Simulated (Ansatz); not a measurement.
## AsH3 (SMILES [H][As]([H])[H]): methods side by side

AsH3 has 4 atoms, charge 0, and is taken as a singlet. As SMILES, `[H][As]([H])[H]`. Geometry: a GFN2-xTB relaxation, a rough one for these elements and not checked as a minimum.

```xyz
4

As   -0.0044    0.0055    0.6560
H     1.2165   -0.0297   -0.2079
H    -0.5828    1.0611   -0.2323
H    -0.6294   -1.0369   -0.2157
```

Each level gives the energy change with the As1–H2 bond stretched from 1.496 to 2.992 Å (eV). The values are calculated.

```tsv
level	kind	program	value (eV)	less FCI/STO-3G	CPU time (all runs)
PBE/STO-3G (restricted)	GGA	Ansatz	5.25	+1.35	1.8 s
revPBE/STO-3G (restricted)	GGA	Ansatz	5.15	+1.25	1.7 s
PBE0/STO-3G (restricted)	global hybrid	Ansatz	5.92	+2.02	1.6 s
wB97M-V/STO-3G (restricted)	range-separated hybrid	Ansatz	6.33	+2.43	19 s
wB97X/STO-3G (restricted)	range-separated hybrid	Ansatz	6.55	+2.65	6.8 s
B2PLYP/STO-3G (restricted)	double hybrid	Ansatz	5.54	+1.64	2.1 s
MP2/STO-3G (restricted)	perturbation theory	Ansatz	5.49	+1.59	0.24 s
CCSDTQ/STO-3G (restricted)	coupled cluster or CI	Ansatz	3.90	0.00	11 s
FCI/STO-3G	exact in the basis	Ansatz	3.90	0.00	0.61 s
```

FCI/STO-3G is exact within its basis and frozen core, so for wave-function methods in that basis the difference is their error; functionals converge differently with the basis, so for them it is only a difference. All-electron rows without a relativistic Hamiltonian named are non-relativistic. The first shape isn't each level's own minimum. The values span 3.90 to 6.55 eV. All rows use very small basis sets, so even the best lies far from the true value. In the correlated wave-function rows the outer d shell of As is correlated, in sets not made for it. CPU times are rough (shared hosts, several kinds of processor): they show what a rung costs within a factor of a few.
